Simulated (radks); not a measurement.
Values are calculated unless marked as measured or tabulated.
Question: These are the eigenvalues of the occupied orbitals of an atom or ion with whole-number occupations (eV). Level of theory: Dirac Kohn-Sham, PBE, spin-unpolarised, spherical densities, point nucleus (a radial shooting solver on a logarithmic mesh with Libxc functionals).

orbital  eigenvalue
1s1/2     -1840.927
2s1/2     -192.3661
2p1/2     -148.9799
2p3/2     -148.3212

Which element is it, and in what charge state? The configuration may be excited. Open shells, if any, fill j = l - 1/2 first.

Answer: Z = 14, silicon, charge +4: Si4+ in [Ne]. The list shows which subshells hold electrons but not how many an open one holds; the 1s level, -67.653 hartree, gives Z - s = 11.6 by -(Z - s)^2/2, which with screening and relativity narrows Z to a few neighbours, and the depths of the outer levels then fix element, charge and occupations together.
